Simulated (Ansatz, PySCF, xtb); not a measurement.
Energy difference 2 R1 + 2 R2 + 3 R3 → 6 P1 + P2, each structure at its B3LYP-D3(BJ)/def2-SVP stationary point, reached from a drawn start (curvature not checked).
P1: H2 (SMILES [H][H]), charge 0, multiplicity 1.
R1, H2O (SMILES O) (charge 0, multiplicity 1):
```xyz
3

O      0.000     0.000     0.401
H      0.000     0.757    -0.200
H      0.000    -0.757    -0.200
```
R2, HCl (SMILES Cl) (charge 0, multiplicity 1):
```xyz
2

Cl     0.00000     0.00000     0.64477
H      0.00000     0.00000    -0.64477
```
R3: SiH4 (SMILES [SiH4]), charge 0, multiplicity 1.
P2: Cl2H6O2Si3 (SMILES [SiH3]O[Si](Cl)(Cl)O[SiH3]), charge 0, multiplicity 1.

P less R. No zero-point or thermal terms. One arrangement of each flexible species, with no search for the lowest.

Correlated levels freeze the cores.

The values were computed with Ansatz (Gaussian basis) for Hartree–Fock, density functionals and correlated methods; PySCF for the D3/D4 terms; xtb for the GFN methods. No computed number here is a measurement.

**Question.** One of these levels gives -4.331 eV for the reaction energy. Which one is it?
A) GFN2-xTB
B) PBE-D4/def2-TZVPP
C) SCS-MP2/cc-pV(D+d)Z

**Answer.** C, SCS-MP2/cc-pV(D+d)Z. The others give -3.955 (GFN2-xTB), -4.787 (PBE-D4/def2-TZVPP)

Ansatz is an electronic-structure program.
